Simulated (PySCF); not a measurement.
C4HF5.
SMILES with atom numbers: `[F:1][C:2]1=[C:3]([F:4])[C:5]([F:6])([F:7])[C@@H:8]1[F:9]` (hydrogens: H10 on C8)

Computed by this run: PBE0-D3(BJ)/def2-SVP geometry optimisation, gas phase in PySCF; density fitting, grid level 1; the optimiser is geomeTRIC in internal coordinates, started from a GFN2-xTB structure with every atom displaced at random (about 0.01 Å).

Step 0: E = -17715.2340 eV
```
atom  x, y, z in Å  |  force x, y, z in eV/Å
F1      1.6141    1.8266   -0.0694   -0.040   0.088   0.023
C2      0.8192    0.7971   -0.0474    0.085   0.572  -0.044
C3      1.0034   -0.5140   -0.0883    1.927  -2.493  -0.102
F4      2.1043   -1.3242   -0.1269   -1.929   1.450   0.096
C5     -0.4584   -0.8452    0.0262    0.438   0.221   0.648
F6     -1.0259   -1.4807   -0.9902   -0.142   0.093  -0.241
F7     -0.8251   -1.4865    1.1616    0.136   0.207  -0.294
C8     -0.6636    0.7111    0.0702   -0.786   0.102   0.537
F9     -1.3806    1.2083   -0.9596   -0.062   0.051  -0.481
H10    -1.1383    1.0925    1.0046    0.373  -0.292  -0.141
```

Step 1: E = -17715.1280 eV
```
atom  x, y, z in Å  |  force x, y, z in eV/Å
F1      1.5632    1.9194   -0.0646   -0.115  -0.427  -0.029
C2      0.8301    0.8293   -0.0604    0.532   0.450  -0.064
C3      1.0571   -0.4952   -0.0968   -2.040  -1.050   0.219
F4      1.9045   -1.4721   -0.0721    1.531   0.454  -0.107
C5     -0.4037   -0.8161    0.0246   -0.184   0.537  -0.129
F6     -0.9791   -1.4454   -1.0114    0.108   0.093   0.111
F7     -0.7453   -1.4754    1.1447    0.039  -0.099   0.048
C8     -0.6655    0.7089    0.0680   -0.002  -0.085  -0.143
F9     -1.4151    1.1686   -0.9665    0.146   0.087  -0.004
H10    -1.0970    1.0628    1.0153   -0.017   0.040   0.099
```

Step 2: E = -17715.3217 eV
```
atom  x, y, z in Å  |  force x, y, z in eV/Å
F1      1.5907    1.8731   -0.0673   -0.072  -0.276  -0.012
C2      0.8293    0.8086   -0.0608   -0.102   0.298  -0.078
C3      1.0223   -0.5163   -0.1007   -0.308  -0.619   0.220
F4      2.0029   -1.3735   -0.0735    0.370   0.269  -0.109
C5     -0.4341   -0.8296    0.0245   -0.007   0.193  -0.044
F6     -1.0133   -1.4573   -1.0075    0.016   0.134   0.081
F7     -0.7822   -1.4831    1.1473    0.003  -0.030   0.009
C8     -0.6684    0.7077    0.0676    0.046   0.015  -0.098
F9     -1.4051    1.1864   -0.9666    0.085   0.032  -0.009
H10    -1.0927    1.0691    1.0176   -0.030  -0.016   0.040
```

**Question.** Estimate the geometry and energy of step 3. (The exact step hangs on the optimiser's Hessian estimate; all steps are aligned on step 2, rigid shifts and turns removed.)

**Answer.** E = -17715.3521 eV, largest force 0.125 eV/Å
```
atom  x, y, z in Å  |  force x, y, z in eV/Å
F1      1.6079    1.8318   -0.0782   -0.026   0.076  -0.006
C2      0.8178    0.7955   -0.0587    0.025   0.017  -0.043
C3      1.0159   -0.5287   -0.0880    0.011  -0.104   0.068
F4      2.0551   -1.3175   -0.0875    0.034   0.016  -0.035
C5     -0.4420   -0.8328    0.0312   -0.076  -0.001   0.028
F6     -1.0288   -1.4420   -1.0036   -0.021   0.002  -0.014
F7     -0.8022   -1.4879    1.1499   -0.021  -0.012   0.003
C8     -0.6742    0.7076    0.0696    0.087   0.028   0.016
F9     -1.3952    1.1908   -0.9726    0.011  -0.008   0.002
H10    -1.1051    1.0681    1.0187   -0.025  -0.015  -0.019
```

The energy changes by -0.0304 eV. The first-order estimate −F·Δx gives -0.0581 eV and the mean of the old and new forces, exact on a quadratic surface, -0.0303 eV. The step makes an angle of 55° with the force vector and moves no atom by more than 0.078 Å.

What follows is the cost of the whole optimisation. The run took 56 s wall on one thread of an Arm Neoverse V1, no GPU, shared host with 32 logical CPUs at a one-minute load of 28, and the process peaked at 0.50 GiB of memory.
